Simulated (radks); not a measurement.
Species: Bi29+. Configuration: [Kr] 4d10 4f8 (the NIST ground configuration).

All-electron calculation, Dirac Kohn-Sham, PBE, spin-unpolarised, spherical densities, point nucleus; open shells are shared between the two j in proportion to 2j + 1. Program: a radial shooting solver on a logarithmic mesh with Libxc functionals.

Energy parts (eV):
part                       energy
total                  -576232.76
kinetic                 675737.89
electron-nucleus      -1409577.62
Hartree                 167432.74
exchange-correlation     -9825.77

Orbitals (lengths in bohr, moments of r in powers of bohr; r(90%) holds 90 % of the orbital's charge):
orbital     occ.  eigenvalue (eV)  r(90%)       <r^4>      <r^2>  small-component weight
1s1/2          2        -91478.50  0.0290   3.324e-07  0.0003459                1.01e-01
2s1/2          2        -17200.00   0.103  0.00004739   0.005184                2.33e-02
2p1/2          2        -16560.97  0.0902  0.00002787   0.003642                2.34e-02
2p3/2          4        -14240.08   0.102  0.00004562   0.004822                2.05e-02
3s1/2          2        -4862.408   0.251    0.001690    0.03343                7.88e-03
3p1/2          2        -4575.159   0.243    0.001460    0.03034                7.82e-03
3p3/2          4        -4052.879   0.265    0.002087    0.03655                6.99e-03
3d3/2          4        -3584.715   0.239    0.001358    0.02780                6.87e-03
3d5/2          6        -3473.930   0.246    0.001509    0.02948                6.65e-03
4s1/2          2        -1783.818   0.523     0.03248     0.1513                2.91e-03
4p1/2          2        -1658.119   0.527     0.03325     0.1516                2.82e-03
4p3/2          4        -1518.252   0.568     0.04493     0.1769                2.53e-03
4d3/2          4        -1314.379   0.575     0.04632     0.1754                2.36e-03
4d5/2          6        -1286.850   0.587     0.05027     0.1831                2.28e-03
4f5/2    3.42857        -1026.263   0.582     0.04722     0.1683                2.00e-03
4f7/2    4.57143        -1019.067   0.587     0.04889     0.1715                1.97e-03
5s1/2          0        -887.1562   0.961      0.3811     0.5318                1.22e-03
5p1/2          0        -833.1219   0.986      0.4190     0.5555                1.17e-03
5p3/2          0        -786.1486    1.04      0.5247     0.6230                1.09e-03

The highest occupied level is 4f7/2 at -1019.1 eV. Summed over all electrons, <r^2> = 5.074 bohr^2, which gives a Langevin (diamagnetic) susceptibility term of -4.02 x 10^-6 cm^3/mol. The density falls to 0.001 e/bohr^3 at r = 1.20 bohr. For comparison, the ionisation energy in NIST's Atomic Spectra Database is 1060 eV (theoretical). In exact Kohn-Sham theory the highest level is minus the ionisation energy, but local and semilocal functionals leave it too shallow, through self-interaction and a potential that decays too fast; potentials with the right tail come closer.

Beside tabulated values, note that spin-unpolarised runs miss the spin-polarisation part of the exchange energy of open shells.
